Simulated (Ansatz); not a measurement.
CuAg₄⁺. Total charge 1; singlet. Geometry PBE-D4/def2-SVP, basis def2-TZVP, Ansatz.

Cartesian coordinates in Å:
```
Ag -1.035 -0.836 2.382
Ag 0.185 1.498 2.264
Ag -0.023 -0.001 -0.031
Ag 1.647 -0.460 -2.181
Cu -0.774 -0.202 -2.435
```

```
run  HOMO (eV)  LUMO (eV)
  A     -11.59      -4.74
  B      -9.49      -7.10
  C      -9.54      -7.38
  D     -10.00      -6.43
  E      -9.99      -6.28
```

In the def2 sets Ag takes a core potential; there is no spin–orbit coupling. The structure comes from a short search, and lower isomers may exist.

**Question.** The runs used PBE, PBE0, r2SCAN, r2SCAN0, ωB97M-V. Estimate which is which.

**Answer.** A ωB97M-V (range-separated); B r2SCAN (0 % exact exchange); C PBE (0 % exact exchange); D PBE0 (25 % exact exchange); E r2SCAN0 (25 % exact exchange). Exact exchange lowers occupied and raises empty levels; among semilocal functionals meta-GGAs tend to open the gap a little, and such runs are hard to tell apart. The gap grows from 2.16 eV (PBE) to 6.85 eV (ωB97M-V).
